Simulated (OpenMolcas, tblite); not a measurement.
**C2H4BCl (SMILES C=CBCl): methods side by side**

C2H4BCl has 8 atoms, charge 0, and is taken as a singlet. SMILES: `C=CBCl`. Geometry: relaxed at PBE0-D4/def2-TZVP. This is one conformer, not always the lowest.

Each level gives the vertical ionisation energy (to the doublet cation) (eV). The values are calculated.

| level | kind | program | value (eV) | CPU time (all runs) |
| --- | --- | --- | --- | --- |
| IPEA1-xTB | semi-empirical | tblite | 15.32 | under 2 s |
| HF/def2-SVPD | Hartree–Fock | OpenMolcas | 9.47 | 62 s |
| SVWN5/def2-SVPD | LDA | OpenMolcas | 10.47 | 4.5 min |
| revPBE/def2-SVPD | GGA | OpenMolcas | 10.35 | 4.4 min |
| M06-L/def2-SVPD | meta-GGA | OpenMolcas | 10.64 | 7.7 min |
| TPSS/def2-SVPD | meta-GGA | OpenMolcas | 10.48 | 7.7 min |

The values span 9.47 to 15.32 eV. The xTB values lack the empirical shift that such differences need. CPU times are rough (shared hosts, several kinds of processor): they show what a rung costs within a factor of a few.
